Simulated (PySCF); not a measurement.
C5H10OSi.
SMILES with atom numbers: `[CH2:1]=[CH:2][O:3][C:4](=[CH2:5])[CH2:6][SiH3:7]` (hydrogens: H8, H9 on C1; H10 on C2; H11, H12 on C5; H13, H14 on C6; H15, H16, H17 on Si7)

Computed, not measured: PBE0-D3(BJ)/def2-SVP geometry optimisation, gas phase in PySCF 2.14.0.

**Question.** List the bond lengths, angles and torsions at this level.

**Answer.** 
| bond | length (pm) |
| --- | --- |
| C1=C2 | 133.1 |
| C2–O3 | 135.7 |
| O3–C4 | 136.4 |
| C4=C5 | 134.0 |
| C4–C6 | 149.1 |
| C6–Si7 | 189.9 |
| C1–H8 | 109.2 |
| C1–H9 | 109.0 |
| C2–H10 | 109.7 |
| C5–H11 | 109.0 |
| C5–H12 | 109.1 |
| C6–H13, C6–H14 | 110.2 |
| Si7–H15, Si7–H16, Si7–H17 | 149.4 |

Bonds in one row agree within 1 pm and their mean is given. A selection of angles:
| angle | degrees |
| --- | --- |
| C2–C1–H8 | 121.1 |
| C2–C1–H9 | 119.7 |
| H8–C1–H9 | 119.2 |
| C1–C2–O3 | 122.0 |
| C1–C2–H10 | 123.2 |
| O3–C2–H10 | 114.7 |
| C2–O3–C4 | 119.8 |
| O3–C4–C5 | 124.1 |
| O3–C4–C6 | 110.3 |
| C5–C4–C6 | 125.5 |
| C4–C5–H11 | 119.5 |
| C4–C5–H12 | 122.3 |
| H11–C5–H12 | 118.1 |
| C4–C6–Si7 | 113.2 |
| C4–C6–H13 | 110.2 |
| Si7–C6–H13 | 108.8 |
| Si7–C6–H14 | 107.5 |
| H13–C6–H14 | 107.6 |
| C6–Si7–H15 | 109.5 |
| C6–Si7–H16 | 111.3 |
| H15–Si7–H16 | 109.1 |

Torsions: C1–C2–O3–C4 -151° (antiperiplanar); C2–O3–C4–C5 21° (synperiplanar); O3–C4–C6–Si7 69° (synclinal). The mirror-image conformer, all signs reversed, is as good.

Si7 (SiH3 silicon) is tetrahedral (angles from 108.9° to 111.3°). Of the pairs four or more bonds apart, C2···H12 is among the closest relative to their van der Waals radii: 2.60 Å, 90 % of the sum of Bondi's values. The C–C distances run from 1.331 Å (C1=C2, drawn double) to 1.491 Å (C4–C6, drawn single), a spread of 0.160 Å.

Point group: C1 (no symmetry element, even within 0.4 Å). Stationary, but not proved a minimum. The numbers are those of one conformer.
